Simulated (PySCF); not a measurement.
## IO: from constants to spectrum

UHF-CCSD(T) constants of IO, ²Π (doublet), unpaired electrons π ↑ (I cc-pVTZ-PP with ECP28, O cc-pVTZ; scalar-relativistic core potentials (PySCF 2.14); masses 126.9045 and 15.9949 u):

| Property | Result |
| --- | --- |
| ωe | 656.7 cm⁻¹ |
| ωexe | 3.34 cm⁻¹ |
| Be | 0.32907 cm⁻¹ |
| αe | 0.00250 cm⁻¹ |
| D (centrifugal) | 3.31e-07 cm⁻¹ |
| De to I + O | 2.15 eV |

Problem. Give the vibrational terms G(v) and spacings up to v = 6.

Solution. G(v) = ωe(v+½) − ωexe(v+½)².

```tsv
v	G(v) (cm⁻¹)	G(v) − G(v−1)	Bv (cm⁻¹)
0	328		0.3278
1	978	650	0.3253
2	1621	643	0.3228
3	2258	637	0.3203
4	2888	630	0.3178
5	3511	623	0.3153
6	4127	617	0.3128
```

Problem. How well does the Morse estimate ωe²/(4ωexe) reproduce De, and what is D0?

Solution. It gives 4.00 eV, 186 % of the computed De. D0 = De − G(0) = 2.15 − 0.04 = 2.11 eV.

Correlated steps freeze 5 core orbitals. These are scalar-relativistic numbers at best; spin–orbit coupling would shift them, the dissociation energy most. The CCSD T1 diagnostic is raised, a sign that a single reference may not be enough here. The state was picked by a PBE0 search and need not be the measured ground state.
